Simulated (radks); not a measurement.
Cs+, 54 electrons, occupied as [Xe] (the NIST ground configuration).

Calculated with a radial shooting solver on a logarithmic mesh with Libxc functionals: scalar-relativistic Kohn-Sham, PBE, spin-polarised, spherical densities, finite nucleus; Fermi nuclear charge, rms radius 4.8041 fm; hard spherical wall at 3.5 bohr.

Energy parts (eV):
part                      energy
total                 -211864.20
kinetic                223326.54
electron-nucleus      -512908.87
Hartree                 82951.17
exchange-correlation    -5233.03

Orbitals (lengths in bohr, moments of r in powers of bohr; r(max) is where P^2 peaks):
orbital  occ.  eigenvalue (eV)   <1/r>      <r>   r(max)
1s          2        -35793.61   59.39  0.02611  0.01678
2s          2        -5612.355   13.64   0.1121  0.09489
2p          6        -5034.430   13.00  0.09821  0.07619
3s          2        -1164.747   4.917   0.2990   0.2725
3p          6        -978.7491   4.668   0.2970   0.2666
3d         10        -705.6945   4.422   0.2736   0.2204
4s          2        -218.1070   2.015   0.6953   0.6428
4p          6        -158.7039   1.852   0.7404   0.6733
4d         10         -72.3176   1.577   0.8406   0.7217
4f          0          11.3914  0.8971    1.439   0.9710
5s          2         -26.2225  0.7691    1.682    1.555
5p          6         -11.9626  0.6879    1.843    1.758
5d          0           9.0852  0.6127    2.060    2.117
6s          0          27.5949  0.6643    2.156    2.622

The highest occupied level is 5p at -11.963 eV. Summed over all electrons, <r^2> = 43.44 bohr^2, which gives a Langevin (diamagnetic) susceptibility term of -34.4 x 10^-6 cm^3/mol. The electron density at the nucleus is 3.065e+05 e/bohr^3 (large components only). The pressure on the wall is 240 GPa. The density falls to 0.001 e/bohr^3 at r = 3.27 bohr.
